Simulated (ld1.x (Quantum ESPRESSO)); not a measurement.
# thallium, ultrasoft: configuration errors across variants

* Element: thallium (Tl)
* Generator: ld1.x (Quantum ESPRESSO) 7.5
* Type: ultrasoft
* Functional: PBEsol
* Relativity: scalar-relativistic
* Frozen core: [Xe] 4f14
* Valence charge: 13
* Reference configuration: 5d10 6s2 6p0 (charge +1)
* Partial waves: 6s (bound): rcut 2.05, rcutus 2.15 bohr; 6s channel at 0.7 Ry: rcut 2.05, rcutus 2.15 bohr; 6p (bound, empty): rcut 2.05, rcutus 2.40 bohr; 6p channel at 1.45 Ry: rcut 2.05, rcutus 2.40 bohr; 5d (bound): rcut 1.00, rcutus 1.15 bohr; 5d channel at -1.3 Ry: rcut 1.00, rcutus 1.15 bohr
* Local potential: all-electron potential smoothed inside 1.10 bohr (lloc = -2)
* Core correction: Bessel-smoothed model core inside 1.05 bohr
* Augmentation charge: PSQ, inside the norm-conserving radii

All-electron excitation energies from the reference (eV): (1) 5d10 6s2 6p1 -5.147; (2) 5d10 6s1 6p0 20.843; (3) 5d10 6s0 6p0 51.006; (4) 5d10 6s2 6p1.3 -5.638; (5) 5d10 6s0 6p3 10.145; (6) 5d10 6s1 6p1 8.365; (7) 5d10 6s1 6p2 2.302.

The overlap operator is not positive definite (basis up to 400 Ry) in “waves 6s (bound): rcut 1.60, rcutus 1.70 bohr; 6s channel at 0.7 Ry: rcut 1.60, rcutus 1.70 bohr”. Such files are unfit for use, however small their errors in these radial tests.

4 further variants failed, have other tests or another functional or relativity, and are left out.

A true bound ghost makes a file unfit for plane-wave use even where its test errors are small: the radial tests pick states by their node count and pass the ghost by.

The file “waves 6s (bound): rcut 1.60, rcutus 1.70 bohr; 6s channel at 0.7 Ry: rcut 1.60, rcutus 1.70 bohr” misses its own reference levels by 18.8 eV.

Errors AE − PS in meV (a dash: test not solved or not reliable):

```tsv
change	(1)	(2)	(3)	(4)	(5)	(6)	(7)	bound ghosts
base	+1.8	-11	-39	+1.8	-28	-6.7	-7.1	s, p
waves 6p (bound): rcut 2.05, rcutus 3.32 bohr; 6p channel at 1.45 Ry: rcut 2.05, rcutus 3.32 bohr	+2.3	-11	-39	+2.7	-11	-4.2	-2.1	p, s
local potential all-electron potential smoothed inside 0.96 bohr (lloc = -2)	+1.8	-11	-39	+1.9	-28	-6.6	-7.0	s, p
wave 6p channel at 1.45 Ry: rcut 2.05, rcutus 2.40 bohr becomes 6p channel at -0.45 Ry: rcut 2.05, rcutus 2.40 bohr	+1.8	-11	-39	+1.8	-28	-6.6	-7.1	s, p
core correction Bessel-smoothed model core inside 0.74 bohr	+1.7	-11	-39	+1.7	-28	-6.7	-7.2	s, p
local potential all-electron potential smoothed inside 0.95 bohr (lloc = -1)	+2.0	-10	-39	+2.2	-28	-6.3	-6.3	s, p
waves 6s (bound): rcut 1.60, rcutus 1.70 bohr; 6s channel at 0.7 Ry: rcut 1.60, rcutus 1.70 bohr	–	–	–	–	–	–	–	not determined (overlap not positive)
```

(1) Give the same row for: type PAW; local potential all-electron potential smoothed inside 1.55 bohr (lloc = -1).

## Answers

(1) +3.7, -38, -138, +4.1, –, –, –; bound ghosts: s, p.
